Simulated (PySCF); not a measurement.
**Phosphorus: a sound run and one with changed settings**

Sound run: P⁺ [Ne] 3s2 3p2, P²⁺ [Ne] 3s2 3p1. Calculation: PySCF 2.14, in cc-pVDZ-DK (4s3p1d, 18 functions); the spin-free X2C one-electron Hamiltonian (Gaussian nucleus). The sound run starts from symmetry-adapted Hartree-Fock orbitals and uses a fine grid where one is needed.

Changed run: radial step 0.5 in ln r (0.13 in the sound run). This setting is unsound on purpose.

```
species  method  sound run (hartree)  changed run (hartree)  converged
     P⁺     UHF           -341.15877             -341.15877        yes
     P⁺     PBE           -341.53798             -341.54424        yes
     P⁺    PBE0           -341.56715             -341.57130        yes
    P²⁺     UHF           -340.45437             -340.45437        yes
    P²⁺     PBE           -340.81047             -340.81689        yes
    P²⁺    PBE0           -340.83854             -340.84305        yes
```

Ionisation energy of P⁺:

```json
{"method": "UHF", "sound run (eV)": "19.168", "changed run (eV)": "19.168"}
{"method": "PBE", "sound run (eV)": "19.796", "changed run (eV)": "19.792"}
{"method": "PBE0", "sound run (eV)": "19.826", "changed run (eV)": "19.817"}
```

A coarse radial grid mis-integrates the density and the exchange-correlation energy, with errors of either sign; Hartree-Fock needs no grid.

For comparison, NIST gives 19.769 eV between the lowest levels.
